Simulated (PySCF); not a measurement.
## Spinor energies of Pd (palladium, neutral)

Start: [Kr] 4d9 5s1; 4d3/2 filled at m_j = -3/2, -1/2, +1/2, +3/2; 4d5/2 filled at m_j = -3/2, -1/2, +1/2, +3/2, +5/2; 5s1/2 filled at m_j = +1/2. Calculated with PySCF 2.14 in x2c-TZVPall-2c with one added diffuse shell each of s, p, d type (9s10p8d1f, 86 functions): generalised Hartree-Fock with the X2C-1e Hamiltonian and a Gaussian nucleus; one run each with spin-orbit coupling (SO) switched off, then screened by Boettger's factors. This is a chosen level, not necessarily the ground level.

```
spinor shell  electrons  ε, spin-free (eV)  ε, screened SO (eV)  weight of nominal j (screened SO)  rms radius, screened SO (bohr)
       1s1/2          2           -24479.1             -24477.3                              1.000                          0.0365
       2s1/2          2            -3661.0              -3660.5                              1.000                           0.150
       2p1/2          2            -3275.7              -3386.0                              1.000                           0.130
       2p3/2          4            -3275.7              -3224.6                              1.000                           0.135
       3s1/2          2            -698.98              -698.83                              1.000                           0.403
       3p1/2          2            -569.12              -589.04                              1.000                           0.399
       3p3/2          4            -569.12              -559.81                              1.000                           0.410
       3d3/2          4            -363.27              -366.74                              0.999                           0.387
       3d5/2          6            -363.27              -360.79                              1.000                           0.390
       4s1/2          2            -108.61              -108.57                              1.000                            1.01
       4p1/2          2            -69.118              -73.025                              0.986                            1.10
       4d3/2          4            -12.716              -13.288                              0.888                            1.61
       4d5/2          5            -12.716              -12.271                              0.910                            1.64
       5s1/2          1             -6.478               -6.480                              0.998                            3.75
```

(1) Where does 4p3/2 lie, and what is the 4p spin-orbit splitting (screened SO)?

| quantity | spin-free | screened SO |
| --- | --- | --- |
| E (hartree) | -5042.32134 | -5043.18284 |
| M_J | 3 | 3 |
| ⟨J²⟩ | 12.009 | 12.009 |
| ⟨L²⟩ | 6.008 | 6.022 |
| ⟨S²⟩ | 2.001 | 2.015 |

Each row is a mean over spinors that exchange with the open shell spreads, by up to 4.872 eV (4p3/2).

Rows whose weight is well below 1 are mixtures of j = l ± 1/2: exchange outweighs spin-orbit coupling there, and the label is only the starting occupation.

Breit and QED terms are absent; they matter most for the inner s and p1/2 levels.

Densities and radii are taken from the X2C orbitals without a picture-change correction, which distorts them close to the nucleus.

Without spin-orbit coupling the j labels of p, d and f shells carry no meaning; the spin-free column gives the mean over the occupied spinors of each nl shell.

Answers

(1) At -67.253 eV, 5.772 eV above 4p1/2.
